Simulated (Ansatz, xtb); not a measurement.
# Relative energy of two isomers of C8H7N

Structure a: `Cc1ccccc1C#N`, a singlet. Structure b: `Cc1ccc(C#N)cc1`, a singlet. Both are isolated molecules in the gas phase, relaxed with B3LYP-D3(BJ)/def2-SVP.

Problem. Estimate E(b) − E(a) at the level CCSD(T)/def2-SVP + ΔMP2/def2-TZVPP.

Solution. CCSD(T)/def2-SVP + ΔMP2/def2-TZVPP gives E(b) − E(a) = +0.032 eV, slightly favouring structure a, which is too small a margin to settle the true order.

The same difference at several levels:

```csv
level,geometry,E(b) − E(a) (eV),departure from the last row (eV),"job, with rough time for the two"
GFN2-xTB,GFN2-xTB,+0.005,−0.028,"optimisation, 0.13 s"
HF/STO-3G,GFN2-xTB,−0.002,−0.034,"single point, 0.7 s"
r2SCAN-D4/def2-SVP,GFN2-xTB,+0.036,+0.003,"single point, 8.4 s"
B3LYP-D3(BJ)/def2-SVP,B3LYP-D3(BJ)/def2-SVP,+0.033,+0.001,"optimisation, 67 s"
HF/def2-SVP,B3LYP-D3(BJ)/def2-SVP,−0.006,−0.038,part of the CCSD(T) run
MP2/def2-SVP,B3LYP-D3(BJ)/def2-SVP,+0.026,−0.006,part of the CCSD(T) run
CCSD(T)/def2-SVP,B3LYP-D3(BJ)/def2-SVP,+0.018,−0.015,single point
CCSD(T)/def2-SVP + ΔMP2/def2-TZVPP,B3LYP-D3(BJ)/def2-SVP,+0.032,,"single point, 4.8 min"
```

As drawn, both hold the same kinds of bond in the same numbers.

The largest departure from CCSD(T)/def2-SVP + ΔMP2/def2-TZVPP is that of HF/def2-SVP, 0.038 eV. The last row adds to CCSD(T) the change of the MP2 difference between the two basis sets, here +0.015 eV.

With thermal terms from frequencies at re-optimised GFN2-xTB minima (ideal gas, soft modes damped towards free rotors, one conformer each, 298.15 K, 1 atm): the zero-point term adds −0.002 eV; ΔH is +0.033 and ΔG +0.023 eV.

The correlated steps freeze 9 core orbitals. Programs: Ansatz 0.2.0, xtb 6.7.1; the last row on 2 threads of Arm Neoverse V2 on a shared host.
